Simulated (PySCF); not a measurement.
## Calculated data, AlBGeH3N, AlClGeH3

Calculation on a computer-drawn molecule: optimised geometry and harmonic frequencies of an isolated molecule of the commonest isotopes, restricted reference for singlets and unrestricted otherwise, frozen core in MP2; on germanium a core potential holds 10 electrons, which the energies leave out, and 3d is frozen in MP2 and coupled-cluster steps. Program: PySCF 2.14.0.

Common to all runs: multiplicity 1; method HF; basis cc-pV(D+d)Z; basis and core potential on germanium cc-pVDZ-PP ECP10MDF.

(1) AlBGeH3N

Start structure:
```xyz
7
AlBGeH3N
Al    -1.4455     2.9176     2.6957
N     -0.6110     1.5888     1.9461
B      0.0890     0.6238     1.3065
Ge     0.9979    -0.7881     0.4676
H      1.6454    -1.7788     1.4177
H      2.2593    -0.2944    -0.3780
H      0.2266    -1.6398    -0.5364
```

```
charge                                        : 0
rotational constants                          : 80.43, 0.8689, 0.8689 GHz
total energy                                  : -616.2212 hartree
convergence status largest gradient component : 2.07e-05 hartree/bohr
```

Drawn bonds:
```
atom  other atom  order
   1           2      1
   2           3      2
   3           4      1
   4           5      1
   4           6      1
   4           7      1
```

Optimised structure:
```xyz
7
AlBGeH3N
Al    -1.4809     2.9131     2.7108
N     -0.5732     1.5877     1.9018
B      0.0595     0.6631     1.3379
Ge     1.0975    -0.8538     0.4129
H      1.6433    -1.8120     1.4705
H      2.2559    -0.2599    -0.3873
H      0.1595    -1.6092    -0.5274
```

Modes:
```
frequency (cm⁻¹)  reduced mass (dalton)
           75.14                     10
           75.16                     10
           291.7                  3.598
           291.8                  3.599
           308.6                  23.45
           623.7                   1.35
           623.8                   1.35
           726.5                  11.79
           906.9                  1.059
           966.4                   1.02
           966.4                   1.02
            2022                  11.96
            2238                  1.024
            2239                  1.024
            2255                  1.013
```

(2) AlClGeH3

Start structure:
```xyz
6
AlClGeH3
Cl     0.9375    -4.6434    -2.7327
Al     0.7875    -3.0228    -1.7603
Ge     0.5145    -0.8848    -0.5073
H      1.0907    -1.1222     0.9087
H     -0.8900    -0.4914    -0.5165
H      1.3884     0.1360    -1.2433
```

```
charge                                        : 1
rotational constants                          : 76.41, 0.929, 0.929 GHz
total energy                                  : -996.3583 hartree
convergence status largest gradient component : 1.938e-05 hartree/bohr
```

Drawn bonds:
```
atom  other atom  order
   1           2      1
   2           3      1
   3           4      1
   3           5      1
   3           6      1
```

Optimised structure:
```xyz
6
AlClGeH3
Cl     0.9478    -4.7412    -2.7766
Al     0.7715    -2.9942    -1.7515
Ge     0.5488    -0.7869    -0.4561
H      1.0863    -1.1508     0.9135
H     -0.9411    -0.5151    -0.5178
H      1.4153     0.1596    -1.2629
```

Modes:
```
frequency (cm⁻¹)  reduced mass (dalton)
           101.8                  12.28
           101.8                  12.28
           199.5                  35.15
           512.2                  1.079
           512.2                  1.079
           657.5                   28.7
           823.8                  1.035
           936.5                  1.021
           936.6                  1.021
            2299                  1.009
            2312                  1.025
            2312                  1.025
```
